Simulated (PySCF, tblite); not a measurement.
Species: C5H4N2.
Atom-mapped SMILES: `[CH3:1]/[C:2]([C:3]#[N:4])=[CH:5]/[C:6]#[N:7]` (hydrogens: H8, H9, H10 on C1; H11 on C5)

Structure optimised with GFN2-xTB, isolated species.

(1) What internal coordinates does the optimisation give?

Answers

(1) 
| bond | length (bohr) |
| --- | --- |
| C1–C2 | 2.821 |
| C2–C3 | 2.678 |
| C3≡N4 | 2.165 |
| C2=C5 | 2.540 |
| C5–C6 | 2.658 |
| C6≡N7 | 2.167 |
| C1–H8, C1–H9, C1–H10 | 2.058 |
| C5–H11 | 2.046 |

Bonds in one row agree within 0.02 bohr and their mean is given. A selection of angles:
| angle | degrees |
| --- | --- |
| C2–C1–H8 | 110.0 |
| C2–C1–H10 | 110.9 |
| H8–C1–H9 | 107.4 |
| H8–C1–H10 | 109.3 |
| C1–C2–C3 | 115.8 |
| C1–C2–C5 | 124.0 |
| C3–C2–C5 | 120.2 |
| C2–C3–N4 | 178.3 |
| C2–C5–C6 | 123.1 |
| C2–C5–H11 | 121.0 |
| C6–C5–H11 | 115.8 |
| C5–C6–N7 | 178.6 |

Torsions: C1–C2–C5–C6 180° (antiperiplanar).

The C–C distances run from 1.344 Å (C2=C5, drawn double) to 1.493 Å (C1–C2, drawn single), a spread of 0.149 Å. Of the pairs four or more bonds apart, H10···H11 is among the closest relative to their van der Waals radii: 2.43 Å, 101 % of the sum of Bondi's values. The 7 heavy atoms lie in one plane (0.002 Å rms).

Point group: Cs (every atom within 0.08 Å of its image). Its GFN2-xTB frequencies are all real (lowest 97 cm⁻¹).

The numbers are calculated, not measured.
